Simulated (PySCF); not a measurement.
A calculated (PBE, PySCF 2.14, pcseg-2, no relativity, point nucleus) atom or ion has these occupied shells.

```csv
shell,electrons,orbital energy (eV),"rms radius, mean of both spins (bohr)"
1s,2,-829.52,0.184
2s,2,-36.202,0.994
2p,6,-13.295,1.13
```

Question: Name the element and its charge.

Answer: Ne (neon, neutral), in [Ne], closed-shell 1S.
